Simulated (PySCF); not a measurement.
C4H4Cl2, SMILES ClC1=C(Cl)CC1.

Geometry: B3LYP-D3(BJ)/def2-SVP.

Method: B3LYP-D3(BJ)/def2-SVP run with PySCF.

Frequencies are harmonic and unscaled.

```tsv
mode	ν (cm⁻¹)	IR (km/mol)	moving atoms (share of kinetic energy)
1	150	0.5	Cl 85 %, C 13 %
2	194	0.0	H 45 %, C 45 %, Cl 10 %
3	235	3.6	C 72 %, H 19 %, Cl 9 %
4	351	3.5	C 50 %, Cl 33 %, H 18 %
5	510	0.0	C 77 %, H 21 %
6	526	18.4	Cl 54 %, C 39 %
7	546	3.1	C 60 %, Cl 35 %
8	827	0.6	H 87 %, C 13 %
9	899	1.1	C 69 %, H 30 %
10	951	109.8	C 90 %
11	1035	0.0	H 55 %, C 45 %
12	1078	0.3	H 86 %, C 14 %
13	1112	23.0	C 64 %, H 35 %
14	1147	0.0	H 87 %, C 13 %
15	1150	24.6	C 76 %, H 23 %
16	1196	3.2	H 54 %, C 45 %
17	1267	62.6	C 59 %, H 41 %
18	1445	0.2	H 92 %
19	1465	0.8	H 84 %, C 16 %
20	1701	52.5	C 97 %
21	3052	26.0	H 95 %
22	3056	32.3	H 95 %
23	3110	0.0	H 90 %, C 10 %
24	3118	25.1	H 90 %, C 10 %
```
